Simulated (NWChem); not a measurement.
System: CCuFO; SMILES [O+]#[C-]->[Cu][F]

Computed with NWChem. Structure relaxed at the PBE0/def2-SVP level. Total energies compare along this basis series because the functional is fixed.

| level | basis functions | energy (Ha) | highest occupied level (eV) | orbital gap (eV) | dipole (D) |
|---|---|---|---|---|---|
| TPSS/pcseg-1 | 73 | -1853.5883 | -6.72 | 3.65 | 3.65 |
| TPSS/aug-pcseg-1 | 116 | -1853.6121 | -6.99 | 3.70 | 3.95 |
| TPSS/pcseg-2 | 146 | -1853.9402 | -6.88 | 3.66 | 3.82 |
| TPSS/def2-SVP | 73 | -1853.3881 | -6.53 | 3.56 | 3.65 |
